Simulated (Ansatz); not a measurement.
Consider the redistribution: `CO[Si]F` + `[CH3][SnH]([OH])[F]` → `CO[Si]C` + `[OH][SnH]([F])[F]`.

Program: Ansatz. Geometries: PBE0-D4/def2-TZVP. ΔE: electronic, gas phase. CBS: MP2 limit from def2 TZ/QZ plus the TZ coupled-cluster correction, frozen cores. Functionals use def2-TZVPP. B3LYP here is the variant with VWN-RPA as its local correlation; programs differ in this. Elements past krypton have def2 core potentials. For Sn outer-core shells are correlated without core-valence functions, which leaves a few kJ/mol of doubt a bond. One conformer a species, not always the lowest.

`CO[Si]F`:

```xyz
7

C    -0.038    0.529   -0.628
O    -0.281   -0.835   -0.337
Si   -0.138   -1.718    1.023
F     0.393   -0.623    2.094
H     0.318    1.068    0.252
H     0.710    0.593   -1.420
H    -0.964    0.986   -0.983
```

`[CH3][SnH]([OH])[F]`:

```xyz
9

C     0.105    1.360    0.234
Sn   -0.266   -0.575   -0.549
O    -0.501   -1.908    0.861
F     1.386   -1.067   -1.414
H     0.247    2.067   -0.583
H    -0.734    1.678    0.852
H     1.011    1.324    0.839
H    -1.520   -0.858   -1.657
H     0.273   -2.022    1.417
```

`CO[Si]C`:

```xyz
10

C    -1.169    1.025   -0.135
O    -0.550    0.770    1.103
Si    0.675   -0.221    1.581
C     1.186   -1.084   -0.042
H    -1.058    2.084   -0.380
H    -0.741    0.428   -0.945
H    -2.235    0.800   -0.055
H     1.524   -0.366   -0.799
H     0.359   -1.656   -0.479
H     2.008   -1.779    0.151
```

`[OH][SnH]([F])[F]`:

```xyz
6

O     1.465    0.049   -0.490
Sn   -0.437   -0.019   -0.169
F    -0.885    1.467    0.933
F    -0.769   -1.497    0.983
H     1.992    0.078    0.313
H    -1.366   -0.078   -1.570
```

```tsv
level	ΔE (kJ/mol)	difference from CCSD(T)/CBS
LDA (SPW92)	136.0	-2.2
PBE-D4	128.1	-10.1
revPBE-D4	122.1	-16.1
BLYP-D4	131.3	-6.9
B3LYP-D4	136.1	-2.1
BHLYP-D4	140.2	2.0
ωB97X-V	134.1	-4.1
PBE-QIDH	138.4	0.2
revPBE	127.9	-10.3
CAM-B3LYP	140.1	1.9
CCSD/def2-SVP	126.1	-12.1
HF/def2-TZVPP	139.0	0.8
SCS-MP2/def2-TZVPP	142.6	4.4
CCSD/def2-TZVPP	141.6	3.4
HF/def2-QZVPP	137.5	-0.7
CCSD/CBS(def2)	139.7	1.5
CCSD(T)/CBS	138.2	0
```

Largest T1 diagnostic among the species: 0.015.

From PBE to PBE0 (25 % exact exchange), in def2-TZVPP and without D4, ΔE moves by +4.4 kJ/mol. At CCSD(T), def2-SVP lies −12.9 kJ/mol from the extrapolated value and def2-TZVPP +1.9 kJ/mol. Leaving LDA and LC-ωPBE aside and taking each functional with its dispersion term where it has one, the values spread over 18.1 kJ/mol, from revPBE-D4 to BHLYP-D4. LDA lies +6.5 kJ/mol from PBE without D4.
